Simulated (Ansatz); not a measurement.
Program: Ansatz. Geometries: PBE0-D4/def2-TZVP. ΔE: electronic, gas phase. CCSD(T)/CBS is the MP2 limit (def2-TZVPP, def2-QZVPP) plus CCSD(T) − MP2 in def2-TZVPP, frozen cores. This one scheme is used for every species. DFT in def2-TZVPP. B3LYP here is the variant with VWN-RPA as its local correlation; programs differ in this. HSE06 is defined as in plane-wave codes. For Ge outer-core shells are correlated without core-valence functions, which leaves a few kJ/mol of doubt a bond. Scalar relativity is left out up to krypton. One conformer a species, not always the lowest.

Consider the cleavage of the Ge–B bond: `N[BH][GeH3]` + `S[SiH2]Cl` → `Cl[SiH2][S][GeH3]` + `BN`.

`N[BH][GeH3]`:

Z-matrix (Å, degrees):
```
Ge
B 1 2.064
H 1 1.542 2 112.0
H 1 1.546 2 112.0 3 -120.2
H 1 1.542 2 112.0 3 119.6
N 2 1.384 1 120.3 3 119.8
H 2 1.198 1 121.6 3 -60.2
H 6 1.008 2 123.0 1 -180.0
H 6 1.007 2 123.6 1 0.0
```

`S[SiH2]Cl`:

Cartesian coordinates in Å:
```
S -1.208 -0.936 -0.756
Si 0.067 0.456 0.210
Cl 1.841 0.740 -0.785
H -0.439 -1.998 -0.461
H 0.416 0.004 1.574
H -0.676 1.734 0.218
```

`Cl[SiH2][S][GeH3]`:

Cartesian coordinates in Å:
```
Cl 1.225 -3.011 -1.207
Si 0.492 -1.119 -0.932
S -0.423 -1.039 0.977
Ge -0.575 1.188 1.039
H -0.480 -0.847 -2.015
H 1.621 -0.161 -1.018
H -1.767 1.507 1.947
H 0.726 1.777 1.599
H -0.819 1.705 -0.389
```

`BN`:

Z-matrix (Å, degrees):
```
B
N 1 1.385
H 1 1.197 2 119.0
H 1 1.197 2 119.0 3 -180.0
H 2 1.006 1 123.2 3 -0.0
H 2 1.006 1 123.2 3 180.0
```

```json
{"level": "PBE-D4", "ΔE (kJ/mol)": "-45.9", "difference from CCSD(T)/CBS": "5.5"}
{"level": "revPBE-D4", "ΔE (kJ/mol)": "-48.0", "difference from CCSD(T)/CBS": "3.4"}
{"level": "BLYP-D4", "ΔE (kJ/mol)": "-49.8", "difference from CCSD(T)/CBS": "1.6"}
{"level": "r2SCAN-D4", "ΔE (kJ/mol)": "-50.5", "difference from CCSD(T)/CBS": "0.9"}
{"level": "B97M-V", "ΔE (kJ/mol)": "-51.0", "difference from CCSD(T)/CBS": "0.4"}
{"level": "PBE0-D4", "ΔE (kJ/mol)": "-50.2", "difference from CCSD(T)/CBS": "1.2"}
{"level": "r2SCANh-D4", "ΔE (kJ/mol)": "-51.6", "difference from CCSD(T)/CBS": "-0.2"}
{"level": "r2SCAN0-D4", "ΔE (kJ/mol)": "-53.1", "difference from CCSD(T)/CBS": "-1.7"}
{"level": "HSE06-D4", "ΔE (kJ/mol)": "-50.4", "difference from CCSD(T)/CBS": "1.0"}
{"level": "BHLYP-D4", "ΔE (kJ/mol)": "-59.2", "difference from CCSD(T)/CBS": "-7.8"}
{"level": "CAM-B3LYP-D4", "ΔE (kJ/mol)": "-50.2", "difference from CCSD(T)/CBS": "1.2"}
{"level": "ωB97X-V", "ΔE (kJ/mol)": "-51.5", "difference from CCSD(T)/CBS": "-0.1"}
{"level": "B2PLYP", "ΔE (kJ/mol)": "-51.9", "difference from CCSD(T)/CBS": "-0.5"}
{"level": "PBE-QIDH", "ΔE (kJ/mol)": "-54.3", "difference from CCSD(T)/CBS": "-2.9"}
{"level": "PBE", "ΔE (kJ/mol)": "-42.5", "difference from CCSD(T)/CBS": "8.9"}
{"level": "revPBE", "ΔE (kJ/mol)": "-42.5", "difference from CCSD(T)/CBS": "8.9"}
{"level": "BLYP", "ΔE (kJ/mol)": "-43.3", "difference from CCSD(T)/CBS": "8.1"}
{"level": "r2SCAN", "ΔE (kJ/mol)": "-49.7", "difference from CCSD(T)/CBS": "1.7"}
{"level": "PBE0", "ΔE (kJ/mol)": "-47.1", "difference from CCSD(T)/CBS": "4.3"}
{"level": "B3LYP", "ΔE (kJ/mol)": "-47.0", "difference from CCSD(T)/CBS": "4.4"}
{"level": "r2SCANh", "ΔE (kJ/mol)": "-50.6", "difference from CCSD(T)/CBS": "0.8"}
{"level": "r2SCAN0", "ΔE (kJ/mol)": "-52.0", "difference from CCSD(T)/CBS": "-0.6"}
{"level": "HSE06", "ΔE (kJ/mol)": "-47.4", "difference from CCSD(T)/CBS": "4.0"}
{"level": "BHLYP", "ΔE (kJ/mol)": "-52.9", "difference from CCSD(T)/CBS": "-1.5"}
{"level": "CAM-B3LYP", "ΔE (kJ/mol)": "-46.9", "difference from CCSD(T)/CBS": "4.5"}
{"level": "LC-ωPBE", "ΔE (kJ/mol)": "-46.7", "difference from CCSD(T)/CBS": "4.7"}
{"level": "RPA@PBE/def2-TZVPP", "ΔE (kJ/mol)": "-48.3", "difference from CCSD(T)/CBS": "3.1"}
{"level": "HF/def2-SVP", "ΔE (kJ/mol)": "-54.6", "difference from CCSD(T)/CBS": "-3.2"}
{"level": "MP2/def2-SVP", "ΔE (kJ/mol)": "-52.3", "difference from CCSD(T)/CBS": "-0.9"}
{"level": "CCSD/def2-SVP", "ΔE (kJ/mol)": "-45.8", "difference from CCSD(T)/CBS": "5.6"}
{"level": "CCSD(T)/def2-SVP", "ΔE (kJ/mol)": "-45.6", "difference from CCSD(T)/CBS": "5.8"}
{"level": "SCS-MP2/def2-TZVPP", "ΔE (kJ/mol)": "-57.7", "difference from CCSD(T)/CBS": "-6.3"}
{"level": "CCSD/def2-TZVPP", "ΔE (kJ/mol)": "-50.0", "difference from CCSD(T)/CBS": "1.4"}
{"level": "CCSD(T)/def2-TZVPP", "ΔE (kJ/mol)": "-50.5", "difference from CCSD(T)/CBS": "0.9"}
{"level": "HF/def2-QZVPP", "ΔE (kJ/mol)": "-61.6", "difference from CCSD(T)/CBS": "-10.2"}
{"level": "MP2/def2-QZVPP", "ΔE (kJ/mol)": "-59.5", "difference from CCSD(T)/CBS": "-8.1"}
{"level": "SCS-MP2/def2-QZVPP", "ΔE (kJ/mol)": "-58.8", "difference from CCSD(T)/CBS": "-7.4"}
{"level": "HF/CBS(def2)", "ΔE (kJ/mol)": "-61.7", "difference from CCSD(T)/CBS": "-10.3"}
{"level": "MP2/CBS(def2)", "ΔE (kJ/mol)": "-59.6", "difference from CCSD(T)/CBS": "-8.2"}
{"level": "CCSD/CBS(def2)", "ΔE (kJ/mol)": "-50.9", "difference from CCSD(T)/CBS": "0.5"}
{"level": "CCSD(T)/CBS", "ΔE (kJ/mol)": "-51.4", "difference from CCSD(T)/CBS": "0"}
```

Largest T1 diagnostic among the species: 0.013.

The D4 term adds −5.6 kJ/mol with B3LYP and −3.0 kJ/mol with PBE0; it sums over pairs of atoms, weighted by their polarisabilities, and B3LYP, whose exchange is more repulsive, gets the larger term. Leaving LDA and LC-ωPBE aside and taking each functional with its dispersion term where it has one, the values spread over 13.3 kJ/mol, from BHLYP-D4 to PBE-D4. LDA lies +4.1 kJ/mol from PBE without D4. From PBE to PBE0 (25 % exact exchange), in def2-TZVPP and without D4, ΔE moves by −4.6 kJ/mol.
